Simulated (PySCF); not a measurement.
# BI₃: calculation against measurement

Isolated BI₃, optimised in PySCF with density fitting and no spin–orbit coupling; def2 sets carry scalar-relativistic core potentials from Rb on. It is a singlet of D3h symmetry: B3LYP/def2-SVP B–I 2.138 Å (×3).

Counting electrons, boron keeps none of its valence electrons outside its bonds, so the VSEPR class is AX3 and the expected shape is trigonal planar (D3h), as computed.

The tabulated gas-phase entropy at 298.15 K and 1 bar is 348.64 J/(mol K) (Chase, 1998, NIST Chemistry WebBook). What do rigid-rotor harmonic-oscillator sums give?

B3LYP/def2-SVP 350.1 J/(mol K).

ΔfH°(298 K) is 71.13 kJ/mol (Chase, 1998, NIST Chemistry WebBook), and for the gaseous atoms B 565.0, I 106.8 kJ/mol (tabulated in the package mendeleev). Compare the atomisation enthalpy with the calculations.

From the tables it is 565.0 + 3 × 106.8 − (71.1) = 814 kJ/mol. To a computed De one adds −ZPE (-12.6), the atoms' spin–orbit lowering from NIST levels (-91.1) and the thermal terms (8.0), all taken at B3LYP/def2-SVP.
```
         level  De (kJ/mol)  ΔatH°(298 K)  computed − tabulated
B3LYP/def2-SVP          909           813                    -1
```
